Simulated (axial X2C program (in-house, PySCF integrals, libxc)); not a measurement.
**BeCo: cheaper levels and CCSD(T), 2c**

Calculated with an in-house relativistic program for diatomic molecules. Two-component (2c) means X2C with spin–orbit coupling and atomic mean-field two-electron Coulomb and Gaunt terms. Basis: Co dyall-cv3z [9s10p6d3f2g], Be dyall-cv3z [8s8p3d1f] (cores contracted in-house); Gaussian nuclei, density fitting, unrestricted open shells. Masses: Co 58.933 u, Be 9.012 u.

State: Ω = 7/2 (⟨Sz⟩ = 1.50, ⟨Lz⟩ = 2.00 at HF); fragments Co + Be.

```tsv
level	Re (Å)	ωe (cm⁻¹)	De (eV)
PBE0	2.118	457.5	n/a
HF	2.408	283.3	n/a
CCSD	2.135	423.6	n/a
LDA	2.006	532.6	2.11
```

Correlated methods: 11 electrons correlated (number of frozen shells: Co 3 s, 2 p; Be 1 s), 229 virtual spin orbitals or spinors in MP2, 90 natural virtuals in coupled cluster.

CCSD(T), same Hamiltonian and basis:

Re = 2.091 Å, ωe = 474.8 cm⁻¹; T1 = 0.042 (Lee–Taylor normalisation).

Task: Give the differences from CCSD(T) in the columns below.

Result: 

```
level  ΔRe (Å)  Δωe (cm⁻¹)
 PBE0    0.027         -17
   HF    0.317        -192
 CCSD    0.044         -51
  LDA   -0.085          58
```

Occupations by symmetry block were frozen at the best pattern of an incomplete PBE0 search. Dissociation energies refer to the lowest single-determinant-based atoms at the same level and basis. De is not given where an atomic determinant may have missed its ground term or J level, or where the truncated virtual space spoils (T). Density functionals use the spin component along the axis (collinear). Coupled cluster ran in a truncated set of natural virtual spinors; the MP2 energy of the rest was added. (T) has no such correction and the atoms are truncated less, which lowers De at CCSD(T) by a hundredth of an eV or more. PBE0 can misorder states that lie within some tenths of an eV, so this need not be the ground state of the molecule. The nearest other spin-free determinant of the search, M_S = 1/2, Λ = 2, lies 0.22 eV up at the distance of the search. Without a current term, density functionals place determinants with orbital angular momentum somewhat too high. With several unpaired electrons one determinant need not be a pure state. A state of lower Ω lies just above, and one determinant can place such states too high, so the state shown need not be the lowest. The search has Ω = 1/2 only 0.11 eV up. At some level and bond length an empty orbital lies below a filled one. The determinant is spin-polarised beyond a pure state at some levels (its spin-free form has ⟨S²⟩ too high), which makes Re and μ there less reliable. The T1 diagnostic is large, a sign of multireference character. The levels of this run spread widely (ωe from 424 to 533 cm⁻¹), so these constants depend on the method.
